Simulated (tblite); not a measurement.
Compound: C₁₄H₁₃F₃O₂SSi.
Cartesian coordinates in Å at the GFN2-xTB level; atoms count from 1:
```
atom  x, y, z in Å
O1    -5.586   -0.367   -0.727
S2    -4.715   -0.076    0.367
O3    -5.198    0.684    1.475
C4    -3.136    0.510   -0.196
C5    -2.319    1.193    0.686
C6    -1.062    1.580    0.263
C7    -0.625    1.284   -1.027
C8     0.758    1.681   -1.456
C9     1.781    0.857   -0.711
C10    2.565    1.418    0.286
C11    3.499    0.651    0.959
C12    3.677   -0.697    0.666
Si13   5.000   -1.714    1.549
C14    2.874   -1.252   -0.327
C15    1.939   -0.492   -1.004
C16   -1.469    0.592   -1.890
C17   -2.730    0.200   -1.479
C18   -4.194   -1.762    1.078
F19   -3.297   -1.577    2.051
F20   -3.604   -2.484    0.121
F21   -5.213   -2.453    1.564
H22   -2.683    1.414    1.676
H23   -0.407    2.111    0.937
H24    0.920    2.739   -1.241
H25    0.871    1.524   -2.530
H26    2.455    2.465    0.529
H27    4.104    1.112    1.727
H28    6.274   -1.543    0.842
H29    4.610   -3.124    1.539
H30    5.132   -1.227    2.924
H31    2.984   -2.298   -0.575
H32    1.329   -0.947   -1.772
H33   -1.139    0.359   -2.892
H34   -3.405   -0.333   -2.130
```

Computed geometry: GFN2-xTB, gas phase.

Masses are those of the commonest isotopes; rigid-rotor values at the optimised geometry. The values belong to one conformer with, in the numbering `[O:1]=[S:2](=[O:3])([c:4]1[cH:5][cH:6][c:7]([CH2:8][c:9]2[cH:10][cH:11][c:12]([SiH3:13])[cH:14][cH:15]2)[cH:16][cH:17]1)[C:18]([F:19])([F:20])[F:21]`, O1–S2–C4–C5 162°, C6–C7–C8–C9 69°, C7–C8–C9–C10 -108°.

Q: What are A, B and C (MHz)?

A: Ia = 1018.70, Ib = 4400.43, Ic = 4900.80 u·Å²; 505379 MHz·u·Å²/I gives A = 496.1, B = 114.8, C = 103.1 MHz.

Q: Classify the top.

A: A near-prolate asymmetric top: κ = (2 × 114.8 − 496.1 − 103.1)/(496.1 − 103.1) = -0.94.

Q: Is it planar, by Δ = Ic − Ia − Ib?

A: Not planar: Δ = Ic − Ia − Ib = -518.33 u·Å². For a rigid frame Δ = −2 Σ m c², so Σ m c² = 259.17 u·Å² lies off the ab plane: 36.80 from hydrogen and 222.37 from heavier atoms. The atom farthest from that plane is 2.20 Å away.

Q: Where do the levels up to J = 4 lie, in MHz?

A: Above 0(0,0):
J = 1: 1(0,1) 218, 1(1,1) 599, 1(1,0) 611
J = 2: 2(0,2) 654, 2(1,2) 1023, 2(1,1) 1059, 2(2,1) 2202, 2(2,0) 2203
J = 3: 3(0,3) 1306, 3(1,3) 1660, 3(1,2) 1730, 3(2,2) 2856, 3(2,1) 2858, 3(3,1) 4792, 3(3,0) 4792
J = 4: 4(0,4) 2176, 4(1,4) 2507, 4(1,3) 2625, 4(2,3) 3728, 4(2,2) 3732, 4(3,2) 5664, 4(3,1) 5664, 4(4,1) 8374, 4(4,0) 8374
Those of J = 1 are B + C, A + C and A + B.

Q: Estimate the classical rotational partition function at 100 K, 200 K and 298.15 K.

A: Point group C1, symmetry number σ = 1; q = (√π/σ)·√((kT/h)³/(ABC)), k/h = 20836.6 MHz/K: 2200000 at 100 K, 6220000 at 200 K, 11300000 at 298.15 K.

Its lowest GFN2-xTB frequency is 7 cm⁻¹, too small to tell a flat minimum from a shallow saddle. No vibrational averaging or centrifugal distortion is included, and the geometry carries the error of its method.
